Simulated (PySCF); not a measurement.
Computed properties of ZrOF₂, SMILES [O]=[Zr]([F])[F], multiplicity 1

ZrOF2, SMILES [F][Zr]([F])=[O], multiplicity 1. Coordinates come from a B3LYP-D3(BJ)/def2-TZVP optimisation. The multiplicity is an assumed one; other spin states were not compared. The def2 effective core potentials stand for the cores of Zr; spin–orbit coupling is left out. One conformer was computed; it need not be the lowest. All values are computed for the isolated molecule unless a solvent is named; none is compared with measurement here.

**Structure.** The optimised structure has Cs symmetry. All 6 harmonic modes at B3LYP-D3(BJ)/def2-TZVP (PySCF) are real, so it is a minimum. With heavy atoms numbered as in [Zr:1](=[O:2])([F:3])[F:4], the shortest bond between them is Zr1–O2 at 1.749 Å and the longest Zr1–F4 at 1.946 Å.

**Vibrations.** The strongest infrared lines (harmonic, unscaled, degenerate partners summed) lie at 641 cm⁻¹ (225 km/mol, F 72 %, Zr 27 %), 959 cm⁻¹ (202 km/mol, O 85 %, Zr 15 %), 616 cm⁻¹ (95 km/mol, F 90 %, Zr 10 %). The softest mode is at 100 cm⁻¹ and the zero-point energy is 3.9 kcal/mol.

**Electronic structure.** CAM-B3LYP/def2-TZVPD (PySCF) places the frontier levels at -10.38 and -2.52 eV, a gap of 7.86 eV, and gives a dipole moment of 4.43 D and a mean polarisability of 36.0 bohr³. PBE/def2-TZVPD (PySCF) at the same geometry gives -7.33 and -3.98 eV, so its gap is 4.51 eV narrower. An orbital gap is neither the optical nor the fundamental gap.

**Excitations.** TDA-B3LYP/def2-SVPD (PySCF) has S1 at 3.78 eV (328 nm, f = 0.002, weak); the most intense of the 10 singlets computed lies at 6.64 eV (f = 0.02). T1 (TDA) is at 3.70 eV, 0.08 eV under S1. TDA-PBE/def2-SVPD (PySCF) puts S1 at 3.41 eV. No vertical singlet excitation falls in the visible range (under 3.1 eV).
